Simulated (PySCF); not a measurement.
One molecule, one basis, several functionals.

Compound: CH₁₀B₂NP.
InChI=1S/CH10B2NP/c2-4-1-3-5/h4H,1-3H2,5H3

Torsions of this conformer, `[BH2:1][NH:2][CH2:3][BH2-:4][PH3+:5]`: B1–N2–C3–B4 115°, N2–C3–B4–P5 -57°.

PySCF, def2-SVPD basis, density fitting, gas phase, PBE0-D3(BJ)/def2-SVP geometry; singlet excitations by full TDDFT with frozen cores, triplets by Tamm–Dancoff TDDFT and ionisation energies by ΔSCF, from the lowest of the holes tried. One functional is left out:

```json
{"functional": "LDA", "exact exchange (%)": "0", "HOMO energy (eV)": "-6.12", "LUMO energy (eV)": "-1.14", "lowest singlet excitation (eV)": "5.26", "lowest triplet excitation (eV)": "4.65", "dipole moment (D)": "3.092", "mean polarisability (au)": "87.3", "vertical ionisation energy (eV)": "9.12"}
{"functional": "PBE", "exact exchange (%)": "0", "HOMO energy (eV)": "-5.97", "LUMO energy (eV)": "-0.93", "lowest singlet excitation (eV)": "5.25", "lowest triplet excitation (eV)": "4.58", "dipole moment (D)": "3.067", "mean polarisability (au)": "85.4", "vertical ionisation energy (eV)": "8.93"}
{"functional": "B3LYP", "exact exchange (%)": "20", "HOMO energy (eV)": "-6.94", "LUMO energy (eV)": "-0.35", "lowest singlet excitation (eV)": "5.86", "lowest triplet excitation (eV)": "4.92", "dipole moment (D)": "3.152", "mean polarisability (au)": "82.5", "vertical ionisation energy (eV)": "9.08"}
{"functional": "BHandHLYP", "exact exchange (%)": "50", "HOMO energy (eV)": "-8.26", "LUMO energy (eV)": "0.55", "lowest singlet excitation (eV)": "6.67", "lowest triplet excitation (eV)": "5.28", "dipole moment (D)": "3.270", "mean polarisability (au)": "79.0", "vertical ionisation energy (eV)": "9.04"}
```

**Question.** Predict the row of PBE0 (25 % exact exchange) by straight lines through the other rows, and check it.

**Answer.** 
```tsv
property	line	computed	computed − line	B3LYP (20 %), for comparison
HOMO energy (eV)	-7.15	-7.15	0.00	-6.94
LUMO energy (eV)	-0.23	-0.08	+0.15	-0.35
lowest singlet excitation (eV)	5.97	6.07	+0.10	5.86
lowest triplet excitation (eV)	4.96	4.92	-0.04	4.92
dipole moment (D)	3.174	3.174	0.000	3.152
mean polarisability (au)	82.4	81.8	-0.6	82.5
vertical ionisation energy (eV)	9.05	9.06	+0.01	9.08
```

**Question.** Which of these properties follows the share of exact exchange most closely, and which least?

**Answer.** Most closely the lowest singlet excitation, least the vertical ionisation energy; the correlations over the tabulated rows are lowest singlet excitation 1.000, HOMO energy -0.998, lowest triplet excitation 0.994, dipole moment 0.993, LUMO energy 0.993, mean polarisability -0.969, vertical ionisation energy 0.108. The lowest singlet excitation moves by +0.284 eV for every 10 %. Functionals with the same share still differ in their other parts: at 0 % LDA and PBE differ by 0.01 eV in it.
